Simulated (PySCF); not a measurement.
Geometry:
| atom | x (Å) | y (Å) | z (Å) |
| --- | --- | --- | --- |
| Cu1 | -0.025 | 0.061 | -0.711 |
| N2 | -0.074 | 0.097 | 1.224 |
| H3 | -0.510 | 0.953 | 1.571 |
| H4 | 0.859 | 0.054 | 1.638 |
| H5 | -0.606 | -0.682 | 1.615 |
| O6 | -0.046 | 0.142 | -2.484 |
| H7 | 0.403 | -0.625 | -2.853 |

PySCF calculation with coordinates at the PBE0-D3(BJ)/def2-SVP level and GIAO B3LYP/pcSseg-1 (pcSseg-2 on Cu) shieldings; non-relativistic, a single conformation, averaged over atoms made equivalent by symmetry, fast rotation or ring inversion, gas phase.

Referencing at the same level of theory: TMS for $^{1}$H; $^{15}$N vs NH3; $^{17}$O vs H2O.

```csv
atoms,nucleus,count,δ (ppm)
O6,$^{17}$O,1,-73.3
H3/H4/H5,$^{1}$H,3,?
H7,$^{1}$H,1,?
N2,$^{15}$N,1,4.9
```

Task: Estimate the values marked ?.

Result: 
- H3/H4/H5: 1.48 ppm, hydrogen on a nitrogen bonded to Cu
- H7: -2.45 ppm, hydrogen on an oxygen bonded to Cu

Exchangeable OH/NH protons stand at their gas-phase positions; hydrogen bonding in a real sample shifts them, mostly to higher δ. Experimental scales use liquid or dissolved standards, which lie at an offset from isolated NH3 (liquid NH3: subtract about 20 ppm) and H2O (liquid H2O: subtract about 36 ppm).
